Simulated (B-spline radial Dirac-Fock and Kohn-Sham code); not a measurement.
**Isotope-shift constants of the inner levels of Pr**

System: atomic praseodymium in the configuration 1s2 2s2 2p6 3s2 3p6 3d10 4s2 4p6 4d10 4f3 5s2 5p6 6s2.

Input file task.json (cfg lists n, l and occupation; rrms is the nuclear radius in fm):

```json
{"items": [{
  "Z": 59,
  "q": 0,
  "cfg": [[1, 0, 2], [2, 0, 2], [2, 1, 6], [3, 0, 2], [3, 1, 6], [3, 2, 10], [4, 0, 2], [4, 1, 6], [4, 2, 10], [4, 3, 3], [5, 0, 2], [5, 1, 6], [6, 0, 2]],
  "A": 141,
  "rrms": 4.8919,
  "do": "isoshift",
  "isotopes": [[141, 140.907659604, 4.8919]]
}]}
```

Run with: `python xray2_run.py task.json out`

These are calculated numbers from a radial atomic solver; the model is first-order field-shift and mass-shift constants from Dirac-Fock ground and hole states with a Fermi nucleus; the mass shift has no relativistic recoil terms. A binding energy shifts by δE = F·δ⟨r²⟩ + (K_N + K_S)·δ(1/M); F is taken for a change of radius at fixed skin thickness and so holds the higher radial moments.

```
     level  F (meV/fm²)
    K (1s)       -200.5
   L1 (2s)       -24.96
L2 (2p1/2)       0.5736
L3 (2p3/2)        1.311
   M1 (3s)       -5.178
M2 (3p1/2)       0.1852
M3 (3p3/2)       0.3607
M4 (3d3/2)       0.3300
M5 (3d5/2)       0.3210
```

The mass shift is not given and not included below: at this Z its relativistic corrections are large. It matters little for K lines but can be comparable with the field shift of L lines.
